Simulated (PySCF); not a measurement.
H₄N, SMILES [NH4+], charge +1. Atoms are numbered in the order given.

```xyz
5

N      0.0000     0.0000     0.0000
H      0.5912    -0.5912     0.5912
H     -0.5912    -0.5912    -0.5912
H     -0.5912     0.5912     0.5912
H      0.5912     0.5912    -0.5912
```
Charge +1, spin multiplicity 1.

The structure is a stationary point at r2SCAN-D4/def2-TZVPD.

Calculation: TDA-M06-2X/def2-TZVPD in PySCF.

Vertical excitations; the highest root listed may be one member of a degenerate set.  State labels are in the subgroup D2.

```csv
state,symmetry,energy (eV),λ (nm),f,main pairs
S1,B3,15.02,83,0.171,HOMO→LUMO (degenerate set)
S2,B2,15.02,83,0.171,HOMO−1→LUMO (degenerate set)
S3,B1,15.02,83,0.171,HOMO−2→LUMO (degenerate set)
S4,B1,16.74,74,0.000,"HOMO−1→LUMO+3, HOMO→LUMO+2 (degenerate set)"
S5,B3,16.74,74,0.000,"HOMO−1→LUMO+1, HOMO−2→LUMO+2 (degenerate set)"
S6,B2,16.74,74,0.000,"HOMO−2→LUMO+3, HOMO→LUMO+1 (degenerate set)"
S7,A,17.12,72,0.000,"HOMO→LUMO+3, HOMO−1→LUMO+2 (degenerate set)"
S8,A,17.12,72,0.000,"HOMO−2→LUMO+1, HOMO−1→LUMO+2, HOMO→LUMO+3 (degenerate set)"
S9,B1,17.37,71,0.150,"HOMO→LUMO+2, HOMO−1→LUMO+3 (degenerate set)"
S10,B3,17.37,71,0.150,"HOMO−2→LUMO+2, HOMO−1→LUMO+1 (degenerate set)"
T1,B3,14.26,87,0,HOMO→LUMO (degenerate set)
T2,B2,14.26,87,0,HOMO−1→LUMO (degenerate set)
T3,B1,14.26,87,0,HOMO−2→LUMO (degenerate set)
T4,A,15.18,82,0,"HOMO→LUMO+3 23 %, HOMO−1→LUMO+2 23 %, HOMO−2→LUMO+1 23 %, HOMO−1→LUMO+4 6 %"
```
Triplets are in the Tamm–Dancoff approximation.
